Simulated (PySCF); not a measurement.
Molecule: SMILES FBC1CC1, C3H6BF.

Structure with atom numbers: `[F:1][BH:2][CH:3]1[CH2:4][CH2:5]1`. Each H is labelled by its parent atom. Ha(C4), Ha(C5) are cis to B2 on the ring; Hb(C4), Hb(C5) are trans to B2 on the ring.

Spin–spin couplings on one PBE0-D3(BJ)/def2-SVP geometry, PySCF 2.14.0 with density-fitted response routines, gas phase, non-relativistic, equivalent pairs averaged (spin–dipole term only in couplings to heteroatoms); isotopes 13C, 1H, 11B, 19F; functional B3LYP.

Problem. How do the couplings (Hz) change with the basis set? Times are CPU seconds on 1 thread of an Arm Neoverse V1, shared host. Far from the basis limit: 6-31G*, pcJ-0, def2-TZVP, cc-pVTZ.

Solution. 
| basis set | functions | 1J(C4,Hb(C4)) | 1J(C4,Ha(C4)) | 1J(B2,H(B2)) | 1J(C3,H(C3)) | 1J(B2,C3) | 1J(F1,B2) | 1J(C4,C5) | core-s |
| --- | --- | --- | --- | --- | --- | --- | --- | --- | --- |
| 6-31G* | 82 | 174.8 | 173.9 | 166.1 | 162.5 | 86.3 | -80.6 | 28.1 | 6.5 |
| pcJ-0 | 83 | 149.7 | 148.5 | 144.6 | 138.8 | 62.5 | -257.0 | 10.9 | 6.3 |
| def2-TZVP | 191 | 165.5 | 163.9 | 152.6 | 153.5 | 84.5 | -177.9 | 18.2 | 21 |
| pcJ-1 | 195 | 173.4 | 171.9 | 158.0 | 160.2 | 80.9 | -175.2 | 20.5 | 18 |
| cc-pVTZ | 234 | 155.4 | 152.8 | 151.6 | 145.7 | 76.1 | -196.8 | 16.9 | 29 |

The Fermi-contact term samples the wavefunction at the nucleus, which is why sets with added tight s functions (names with J) are made for couplings.
